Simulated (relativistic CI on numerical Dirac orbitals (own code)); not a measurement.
**Electric-dipole transitions in Ta²³⁺**

Method of calculation: Dirac-Coulomb-Breit CI, KLI orbitals optimised for each configuration, model QED, unscaled Slater integrals (own radial code, finite nucleus).

CI space (outside the closed core [Ar] 3d10): 4s2 4p6 4d10 4f4, 4s2 4p6 4d10 4f3 5s, 4s2 4p6 4d10 4f2 5s2, 4s2 4p6 4d9 4f5, 4s2 4p6 4d10 4f3 5p, 4s2 4p6 4d10 4f2 5s 5p, 4s2 4p6 4d10 4f2 5p2, 4s2 4p6 4d10 4f3 5d, 4s2 4p6 4d10 4f2 5s 5d, 4s2 4p5 4d10 4f5, 4s2 4p6 4d10 4f2 5p 5d, 4s2 4p6 4d9 4f3 5s2, 4s2 4p6 4d9 4f4 5s, 4s2 4p6 4d10 4f3 5f, 4s2 4p6 4d10 4f2 5d2, 4s2 4p6 4d10 4f3 6s, 4s 4p6 4d10 4f5, 4s2 4p6 4d10 4f3 5g, 4s2 4p6 4d10 4f3 6d. Levels of other configurations are missing.

| λ vac (nm) | Lower | Upper | A (s⁻¹) | E lower (cm⁻¹) | E upper (cm⁻¹) |
| --- | --- | --- | --- | --- | --- |
| 19.470 | 4s2 4p6 4d10 4f3 5s 3L°_8 [160] | 4s2 4p6 4d10 4f3 5p 1M_9 [391] | 3.43e+10 | 795475 | 1309073 |
| 19.545 | 4s2 4p6 4d10 4f3 5s 3I°_6 [154] | 4s2 4p6 4d10 4f3 5p 3K_7 [373] | 3.68e+10 | 785684 | 1297333 |
| 19.592 | 4s2 4p6 4d10 4f3 5s 3L°_9 [165] | 4s2 4p6 4d10 4f3 5p 3M_10 [392] | 5.88e+10 | 798999 | 1309402 |
| 19.672 | 4s2 4p6 4d10 4f3 5s 5I°_8 [116] | 4s2 4p6 4d10 4f3 5p 3K_8 [299] | 2.64e+10 | 727560 | 1235897 |
| 19.737 | 4s2 4p6 4d10 4f3 5s 3K°_7 [132] | 4s2 4p6 4d10 4f3 5p 1L_8 [331] | 3.79e+10 | 756923 | 1263577 |
| 19.742 | 4s2 4p6 4d10 4f3 5s 3K°_8 [141] | 4s2 4p6 4d10 4f3 5p 3L_9 [343] | 5.53e+10 | 767088 | 1273614 |
| 19.849 | 4s2 4p6 4d10 4f3 5s 5G°_5 [137] | 4s2 4p6 4d10 4f3 5p 5H_6 [338] | 4.58e+10 | 763924 | 1267725 |
| 19.894 | 4s2 4p6 4d10 4f3 5s 3H°_6 [130] | 4s2 4p6 4d10 4f3 5p 3I_7 [318] | 4.31e+10 | 753373 | 1256034 |
| 19.903 | 4s2 4p6 4d10 4f3 5s 5I°_5 [109] | 4s2 4p6 4d10 4f3 5p 5K_6 [271] | 4.41e+10 | 688585 | 1191022 |
| 19.953 | 4s2 4p6 4d10 4f3 5s 5I°_6 [110] | 4s2 4p6 4d10 4f3 5p 5K_7 [273] | 4.61e+10 | 702277 | 1203444 |
| 19.972 | 4s2 4p6 4d10 4f3 5s 5G°_6 [145] | 4s2 4p6 4d10 4f3 5p 5H_7 [346] | 4.61e+10 | 774026 | 1274718 |
| 19.974 | 4s2 4p6 4d10 4f3 5s 5I°_8 [116] | 4s2 4p6 4d10 4f3 5p 5K_9 [289] | 5.49e+10 | 727560 | 1228207 |
| 19.980 | 4s2 4p6 4d10 4f3 5s 5I°_7 [112] | 4s2 4p6 4d10 4f3 5p 5K_8 [277] | 4.98e+10 | 715377 | 1215868 |
| 20.041 | 4s2 4p6 4d10 4f3 5s 3I°_7 [124] | 4s2 4p6 4d10 4f3 5p 3H_6 [304] | 3.36e+10 | 742446 | 1241419 |
| 20.093 | 4s2 4p6 4d10 4f3 5s 3G°_5 [118] | 4s2 4p6 4d10 4f3 5p 3H_6 [288] | 3.91e+10 | 730269 | 1227946 |
| 20.196 | 4s2 4p6 4d10 4f3 5s 3I°_6 [115] | 4s2 4p6 4d10 4f3 5p 3K_7 [282] | 2.71e+10 | 726801 | 1221940 |
| 20.211 | 4s2 4p6 4d10 4f3 5s 3I°_5 [111] | 4s2 4p6 4d10 4f3 5p 3I_5 [272] | 3.32e+10 | 707956 | 1202742 |
| 20.265 | 4s2 4p6 4d10 4f3 5s 3I°_7 [124] | 4s2 4p6 4d10 4f3 5p 3K_8 [299] | 2.57e+10 | 742446 | 1235897 |
| 20.399 | 4s2 4p6 4d10 4f3 5s 3K°_7 [132] | 4s2 4p6 4d10 4f3 5p 3K_7 [309] | 2.83e+10 | 756923 | 1247144 |
| 20.603 | 4s2 4p6 4d10 4f3 5s 3I°_7 [124] | 4s2 4p6 4d10 4f3 5p 3I_7 [287] | 2.88e+10 | 742446 | 1227811 |

Terms are leading LS components. Brackets give the number of a level in order of energy, since labels repeat. The list gives strong lines, with weight on those to low levels, without lines whose two gauges differ by over a factor of 2.5, among the lowest 400 of 9784 levels, so that lines to higher ones, which can be the strongest, are missing. Levels whose partners in the same complex of configurations lie outside the list can be far off, and so can their lines. Rates are taken at the computed energies, electric ones in the length gauge.

At this charge energies of transitions that change n are usually good to better than 1 %, and those within a shell (Δn = 0) to a few per cent. Terms inside the open d or f shell come out 10 to 20 % too wide with unscaled integrals.

LS names give the leading component of a level, which can be under half, so a name can repeat, a term be missing and a line seem to break the LS rules.
